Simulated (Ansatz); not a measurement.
**A set of related gas-phase steps**

Each structure stands at its B3LYP-D3(BJ)/def2-TZVP stationary point, reached from a drawn start (curvature not checked).

(1), F4W (SMILES [F][W]([F])([F])[F]) (charge 0, multiplicity 3):
```xyz
5

W     -0.0001     0.0000     0.1075
F      1.0576     1.0297     1.2467
F      0.8811    -0.9016    -1.2969
F     -0.8769     0.9041    -1.2980
F     -1.0618    -1.0322     1.2408
```

(2), F3W (SMILES [F][W]([F])[F]) (charge 0, multiplicity 4, Z-matrix in Å and degrees):
```
W
F 1 1.8778
F 1 1.8778 2 120.00
F 1 1.8778 2 120.00 3 -180.00
```

(3): F atom, charge 0, multiplicity 2.

(4), F5W (SMILES [F][W]([F])([F])([F])[F]) (charge 0, multiplicity 2):
```xyz
6

W     -0.029     0.046     0.000
F     -0.029     0.052     1.897
F     -0.028     0.040    -1.898
F      1.805    -0.147     0.000
F     -0.920     1.638    -0.005
F     -0.798    -1.629     0.005
```

(5), F6W (SMILES [F][W]([F])([F])([F])([F])[F]) (charge 0, multiplicity 1):
```xyz
7

W     -0.00001     0.00001     0.00000
F      1.84571    -0.00381     0.00264
F     -1.84574     0.00377    -0.00193
F      0.00380     1.84573     0.00072
F     -0.00373    -1.84573    -0.00141
F     -0.00243    -0.00105     1.84572
F      0.00220     0.00107    -1.84574
```

| step | quantity | PBE/def2-TZVPP (kJ/mol) | r2SCAN/def2-TZVPP (kJ/mol) | PBE0/def2-TZVPP (kJ/mol) | wB97M-V/def2-TZVPP (kJ/mol) | CCSD(T)/def2-TZVPP (kJ/mol) |
|---|---|---|---|---|---|---|
| (1) → (2) + (3) | reaction energy | 497.5 | 472.5 | 453.2 | 466.5 | 450.5 |
| (4) → (1) + (3) | reaction energy | 537.5 | 519.9 | 492.0 | 503.7 | 489.4 |
| (5) → (4) + (3) | reaction energy | 555.1 | 543.6 | 495.7 | 499.3 | 488.7 |

Right side less left side. No zero-point or thermal terms; singlets are restricted closed shells; open shells are unrestricted; no spin–orbit coupling. The spin states of the d-block species are the ones drawn and need not be the lowest.

Frozen-core correlation throughout.

Programs: Ansatz (Gaussian basis) for Hartree–Fock, density functionals and correlated methods. All values are computed, each at the level named. Elements past Kr take the def2 small-core potentials, without spin–orbit coupling.

At CCSD(T)/def2-TZVPP the steps run from 450.5 ((1) → (2) + (3)) to 489.4 kJ/mol ((4) → (1) + (3)); 0 of 3 are downhill as written. wB97M-V/def2-TZVPP give the same order. No level here is sure enough to rank the others by; between PBE/def2-TZVPP and CCSD(T)/def2-TZVPP the widest gap is 66.5 kJ/mol, for (5) → (4) + (3).

The steps were written down ahead of the runs, not picked by their results: 3 of 3 stand here.

Ansatz is an electronic-structure program.
